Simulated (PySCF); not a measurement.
**Basis and Hamiltonian dependence of the excitation energy of Pd(2+)**

Pd(2+) [Kr] 4d8 (3F) → Pd(2+) [Kr] 4d7 5s1 (5F). Calculated with PySCF 2.14 from differences of total energies of unrestricted determinants, without spin-orbit coupling. Values in eV.

| basis | Hamiltonian | functions | UHF | LDA | PBE0 | MP2 (valence) | CCSD(T) (valence) | CCSD(T) (valence and next inner shell) |
| --- | --- | --- | --- | --- | --- | --- | --- | --- |
| aug-cc-pVDZ-PP with ECP28MDF | ECP | 54 | 6.191 | 6.269 | 6.502 | 6.749 | 6.685 | n/a |
| def2-TZVPPD with the def2 core potential (28 electrons) | ECP | 56 | 6.211 | 6.412 | 6.610 | 6.952 | 6.881 | 6.569 |
| ANO-RCC-VTZP | spin-free X2C | 68 | 6.610 | 7.039 | 7.127 | 7.355 | 7.271 | 7.027 |
| aug-cc-pwCVDZ-PP with ECP28MDF | ECP | 70 | 6.003 | 6.135 | 6.362 | 6.648 | 6.567 | 6.163 |
| x2c-TZVPPall | spin-free X2C | 79 | 6.084 | 6.592 | 6.658 | 6.838 | 6.761 | 6.518 |
| def2-QZVPPD with the def2 core potential (28 electrons) | ECP | 88 | 6.021 | 6.094 | 6.334 | 6.762 | 6.677 | n/a |
| aug-cc-pVTZ-PP with ECP28MDF | ECP | 88 | 5.942 | 6.031 | 6.275 | 6.641 | 6.560 | n/a |
| x2c-TZVPPall with one added diffuse shell each of s, p, d, f type | spin-free X2C | 95 | 6.075 | 6.565 | 6.637 | 6.817 | 6.737 | n/a |
| aug-cc-pVTZ-DK | spin-free X2C | 102 | 6.003 | 6.386 | 6.492 | 6.700 | 6.617 | n/a |
| aug-cc-pVTZ-PP with one added diffuse shell each of s, p, d, f, g type with ECP28MDF | ECP | 113 | 5.942 | 6.030 | 6.274 | 6.641 | n/a | n/a |
| x2c-QZVPPall | spin-free X2C | 118 | 6.000 | 6.414 | 6.506 | 6.724 | n/a | n/a |
| aug-cc-pwCVTZ-PP with ECP28MDF | ECP | 122 | 5.940 | 6.035 | 6.272 | 6.689 | n/a | n/a |
| x2c-QZVPPall with one added diffuse shell each of s, p, d, f, g type | spin-free X2C | 143 | 6.000 | 6.414 | 6.506 | 6.723 | n/a | n/a |

Frozen in the all-electron rows: valence and next inner shell: [Ar] 3d10; valence: [Kr]; with a core potential, the same shells as far as they lie outside it.

At UHF, ANO-RCC-VTZP lies more than 0.3 eV from the median of the rows with comparable relativity. Of these, ANO-RCC-VTZP has no diffuse functions of the l that the added or promoted electron needs.
